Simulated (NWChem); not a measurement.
System: CH3NO2Si; SMILES N#CO[SiH2]O

```xyz
8

N      0.6000    -2.4870    -0.3397
C      0.0228    -1.5631     0.0771
O     -0.6223    -0.5525     0.5599
Si    -0.4736     1.0264    -0.1035
O      1.0070     1.6717     0.1958
H     -1.4637     1.7965     0.6593
H     -0.7548     0.8808    -1.5496
H      1.7644     1.3817    -0.3324
```
Atoms are numbered in this order, from 1.

All runs: NWChem. All runs use the structure optimised with B3LYP/6-31G* (spherical d). Isotropic polarisability at PBE0/aug-cc-pVDZ. A Cauchy series cut after its second term is a line in ω².

```
row      ω² (10⁻³ Ha²)  α (bohr³)
-------  -------------  ---------
static            0.00      49.22
1065 nm           1.83   withheld
589 nm            5.98      50.51
400 nm           12.97      52.15
```

Question: Fit a straight line of the last column on the one before it, predict the withheld value, and compare with the run.

Answer: 
1. Means of the 3 shown rows: x = 6.317, y = 50.627. Slope Σ(x − x̄)(y − ȳ)/Σ(x − x̄)² = 19.06/84.28 = 0.2261; intercept 49.198.
2. The shown rows scatter about the line by 0.029 (root mean square); the largest residual is -0.04, at 589 nm.
3. At x = 1.83 (1065 nm; inside the shown range) the line gives 49.61.
4. The run gives 49.61, 0.00 from the line, 0.0 times the scatter. The intercept estimates α(0), and the slope, 226 bohr³/Ha², the next Cauchy moment.
